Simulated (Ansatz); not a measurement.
Isolated molecules relaxed with PBE0-D4/def2-TZVP in Ansatz; ΔE leaves out vibrations. CCSD(T)/CBS is the MP2 limit (def2-TZVPP, def2-QZVPP) plus CCSD(T) − MP2 in def2-TZVPP, frozen cores. Functionals use def2-TZVPP. B3LYP here is the variant with VWN-RPA as its local correlation; programs differ in this. For Ga outer-core shells are correlated without core-valence functions, which leaves a few kJ/mol of doubt a bond. Scalar relativity is left out up to krypton. Each species was taken in one conformer, which may not be the lowest.

Consider the redistribution: `[CH3][AlH][O][SiH2][GaH2]` + `C#CBN` → `C#C[SiH2][GaH2]` + `[CH3][AlH][O]BN`.

`[CH3][AlH][O][SiH2][GaH2]`:

```xyz
13

C    -2.394   -1.514    0.462
Al   -1.347   -0.626   -0.911
O    -0.224    0.541   -0.441
Si    0.948    1.621   -0.108
Ga    3.067    0.556    0.358
H    -1.743   -2.024    1.180
H    -3.083   -2.255    0.048
H    -2.983   -0.790    1.035
H    -1.465   -0.916   -2.464
H     1.107    2.570   -1.253
H     0.540    2.456    1.063
H     4.351    1.393    0.723
H     3.227   -1.014    0.308
```

`C#CBN`:

Cartesian coordinates in Å:
```
C -0.817 1.234 1.604
C -0.447 0.380 0.836
B 0.006 -0.727 -0.113
N 0.696 -0.415 -1.276
H -1.144 1.986 2.284
H -0.228 -1.874 0.133
H 1.010 -1.114 -1.926
H 0.924 0.529 -1.542
```

`C#C[SiH2][GaH2]`:

Cartesian coordinates in Å:
```
C 1.159 2.216 -0.724
C 0.949 1.043 -0.534
Si 0.556 -0.710 -0.211
Ga -1.605 -0.959 0.843
H 1.352 3.250 -0.895
H 1.630 -1.279 0.650
H 0.589 -1.443 -1.508
H -2.526 0.279 1.135
H -2.104 -2.396 1.244
```

`[CH3][AlH][O]BN`:

```xyz
12

C    -0.474   -0.304   -2.475
Al   -1.045   -0.657   -0.652
O    -0.057   -0.222    0.634
B     0.826   -0.074    1.648
N     0.889    1.112    2.393
H     0.523    0.139   -2.523
H    -1.170    0.376   -2.977
H    -0.465   -1.226   -3.066
H    -2.437   -1.318   -0.288
H     1.584   -0.966    1.933
H     0.289    1.901    2.223
H     1.536    1.238    3.150
```

```
             level  ΔE (kcal/mol)
           ωB97X-V           -1.2
            B2PLYP           -1.1
               PBE           -1.8
            r2SCAN           -1.4
             B3LYP           -1.0
     HF/def2-TZVPP           -0.8
SCS-MP2/def2-TZVPP           -1.0
   CCSD/def2-TZVPP           -1.2
```

Problem. What does CCSD(T)/CBS give? (Estimate.)

Solution. Ansatz gave: -1.0 kcal/mol. The listed levels differ from it by -0.2, -0.1, -0.8, -0.4, 0.0, 0.2, 0.0, -0.2 kcal/mol.

Largest T1 diagnostic among the species: 0.014.
